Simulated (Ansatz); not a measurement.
Two isomers of C2H11NSi2: A = `CC[SiH](N)[SiH3]`, B = `C[SiH2]N(C)[SiH3]`.

Computed with Ansatz on PBE0-D4/def2-TZVP structures; ΔE is electronic, products minus reactants. CBS: MP2 limit from def2 TZ/QZ plus the TZ coupled-cluster correction, frozen cores. Functionals use def2-TZVPP. Each species was taken in one conformer, which may not be the lowest.

**Question.** Which is lower in electronic energy at CCSD(T)/CBS, and by how much? (Best estimate.)

**Answer.** Computed: B, by 6.9 kcal/mol.

**Question.** Give E(B) − E(A) in kcal/mol with B2PLYP, PBE-D4, CCSD(T)/def2-SVP, ωB97M-V, MP2/def2-TZVPP, BLYP-D4, LDA (SPW92). (Estimate.)

**Answer.** Computed: B2PLYP -7.5, PBE-D4 -2.6, CCSD(T)/def2-SVP -8.3, ωB97M-V -7.8, MP2/def2-TZVPP -8.8, BLYP-D4 -6.6, LDA (SPW92) -3.6. None reverses the order clearly.

**Question.** Does the order hold for the free energy at 298.15 K (harmonic terms from PBE0-D4)? (Estimate.)

**Answer.** Ansatz gave: Yes: G(B) − G(A) = -8.3 kcal/mol, for one conformer each. Modes under 60 cm⁻¹, often nearly free rotors, make the harmonic entropy too high.

Largest T1 diagnostic: 0.011.

The D4 term adds −0.8 kcal/mol with B3LYP and −0.4 kcal/mol with PBE0; it sums over pairs of atoms, weighted by their polarisabilities, and B3LYP, whose exchange is more repulsive, gets the larger term. At CCSD(T), def2-SVP lies −1.4 kcal/mol from the extrapolated value and def2-TZVPP −0.4 kcal/mol.

B3LYP here is the variant with VWN-RPA as its local correlation; programs differ in this.
